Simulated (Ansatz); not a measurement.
Reaction (atomization): `[CH3][Sn]([F])[SH]`• → C• + F• + 4 H• + S• + Sn•

Computed with Ansatz on PBE0-D4/def2-TZVP structures; ΔE is electronic, products minus reactants. CBS: MP2 limit from def2 TZ/QZ plus the TZ coupled-cluster correction, frozen cores. This one scheme is used for every species, atoms too. Open shells (•) are unrestricted, without spin–orbit coupling. Spin–orbit coupling would lower the free atoms: a little for C, F, S; strongly for Sn. def2 core potentials past Kr. Bonds to Sn are less sure, by a few kJ/mol each and by 10 to 20 or more in all where they break to atoms, as the def2 sets lack core-valence functions. Each species was taken in one conformer, which may not be the lowest.

| species | CCSD(T)/CBS(def2) energy (Eh) |
| --- | --- |
| `[CH3][Sn]([F])[SH]`• | -752.09473 |
| C• | -37.79194 |
| F• | -99.66871 |
| H• | -0.50000 |
| S• | -397.67955 |
| Sn• | -213.97081 |

Problem. Work out ΔE.

Solution. ΔE = 4 × (-0.50000) + (-37.79194) + (-99.66871) + (-397.67955) + (-213.97081) − (-752.09473) = 0.98372 Eh = +26.77 eV.

Largest T1 diagnostic among the species: 0.016.

At CCSD(T), def2-SVP lies −2.23 eV from the extrapolated value and def2-TZVPP −0.89 eV: correlation converges slowly with the basis, and small sets miss more of it in the bonded molecule than in its fragments. Leaving LDA and LC-ωPBE aside and taking each functional with its dispersion term where it has one, the values, not all of them listed here, spread over 1.53 eV, from BHLYP-D4 to PBE-D4. LDA lies +3.68 eV from PBE without D4, its usual overbinding.

For atomizations the MP2-based limit and the directly extrapolated one differ by several kJ/mol either way, and by 10 to 25 for some Ge, Se and Sn compounds, so smaller differences from it don't rank the levels.
